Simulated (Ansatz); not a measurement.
`C#C[SiH2][AlH][Cl]` + HCl → `[Cl][AlH][Cl]` + `C#C[SiH3]`  (cleavage of the Al–Si bond)

Isolated molecules relaxed with PBE0-D4/def2-TZVP in Ansatz; ΔE leaves out vibrations. CCSD(T)/CBS is the MP2 limit (def2-TZVPP, def2-QZVPP) plus CCSD(T) − MP2 in def2-TZVPP, frozen cores. This one scheme is used for every species. Functionals use def2-TZVPP. B3LYP here is the variant with VWN-RPA as its local correlation; programs differ in this. HSE06 is defined as in plane-wave codes. One conformer a species, not always the lowest.

`C#C[SiH2][AlH][Cl]`:

Cartesian coordinates in Å:
```
C -0.570 -2.560 0.359
C 0.021 -1.509 0.401
Si 0.834 0.126 0.414
Al -0.586 1.738 -0.765
Cl 0.146 3.708 -0.883
H -1.081 -3.495 0.328
H 2.165 0.003 -0.241
H 1.056 0.538 1.827
H -1.984 1.452 -1.440
```

HCl:

Z-matrix (Å, degrees):
```
Cl
H 1 1.279
```

`[Cl][AlH][Cl]`:

Cartesian coordinates in Å:
```
Cl 1.471 1.370 0.083
Al -0.126 0.041 -0.057
Cl 0.145 -1.899 0.648
H -1.491 0.488 -0.674
```

`C#C[SiH3]`:

```xyz
7

C     0.584    0.661   -1.751
C     0.225    0.255   -0.674
Si   -0.318   -0.360    0.954
H     0.901    1.021   -2.703
H     0.250   -1.711    1.182
H     0.157    0.565    2.011
H    -1.799   -0.431    0.982
```

```json
{"level": "LDA (SPW92)", "ΔE (kJ/mol)": "-140.1", "difference from CCSD(T)/CBS": "19.5"}
{"level": "HSE06-D4", "ΔE (kJ/mol)": "-146.4", "difference from CCSD(T)/CBS": "13.2"}
{"level": "CAM-B3LYP-D4", "ΔE (kJ/mol)": "-162.0", "difference from CCSD(T)/CBS": "-2.4"}
{"level": "ωB97M-V", "ΔE (kJ/mol)": "-164.7", "difference from CCSD(T)/CBS": "-5.1"}
{"level": "B2PLYP", "ΔE (kJ/mol)": "-164.1", "difference from CCSD(T)/CBS": "-4.5"}
{"level": "PBE", "ΔE (kJ/mol)": "-142.1", "difference from CCSD(T)/CBS": "17.5"}
{"level": "B3LYP", "ΔE (kJ/mol)": "-160.6", "difference from CCSD(T)/CBS": "-1.0"}
{"level": "r2SCANh", "ΔE (kJ/mol)": "-161.0", "difference from CCSD(T)/CBS": "-1.4"}
{"level": "CCSD/def2-SVP", "ΔE (kJ/mol)": "-165.1", "difference from CCSD(T)/CBS": "-5.5"}
{"level": "CCSD/CBS(def2)", "ΔE (kJ/mol)": "-162.0", "difference from CCSD(T)/CBS": "-2.4"}
{"level": "CCSD(T)/CBS", "ΔE (kJ/mol)": "-159.6", "difference from CCSD(T)/CBS": "0"}
```

Q: What do rigid-rotor, harmonic-oscillator terms from PBE0-D4/def2-TZVP frequencies (298.15 K, 1 bar) make of the CCSD(T)/CBS value? (An estimate is asked.)

A: Computed: ΔZPE = +5.4 kJ/mol, ΔH = -158.4 kJ/mol, ΔS = -15 J/(mol·K), ΔG = -153.8 kJ/mol. Modes under 50 cm⁻¹ make the entropy rough.

Largest T1 diagnostic among the species: 0.013.

From PBE to PBE0 (25 % exact exchange), in def2-TZVPP and without D4, ΔE moves by −6.8 kJ/mol. In def2-TZVPP, CCSD(T) changes the Hartree–Fock value by +22.6 kJ/mol (the triples alone add +2.4 kJ/mol) and MP2 by +12.6 kJ/mol. The D4 term adds +3.5 kJ/mol with B3LYP and +2.3 kJ/mol with PBE0; it sums over pairs of atoms, weighted by their polarisabilities, and B3LYP, whose exchange is more repulsive, gets the larger term.
